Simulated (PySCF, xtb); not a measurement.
NbSFCl2, SMILES [F][Nb]([Cl])(=[S])[Cl], multiplicity 1.

GFN2-xTB in xtb 6.7.1 at its own geometry gives an orbital gap of 2.31 eV and a dipole moment of 3.97 D.

Geometry: PBE-D3(BJ)/def2-SVP. The multiplicity is an assumed one; no other spin state was optimised. The structure was generated by enumeration; whether it is a known compound was not checked. The def2 effective core potentials stand for the cores of Nb; spin–orbit coupling is left out.

What does ωB97X/def2-TZVP (PySCF) give? (The exact figures need the calculation; the answer reports its results.)

gap 9.32 eV (levels -10.74 and -1.42 eV), dipole 0.73 D.
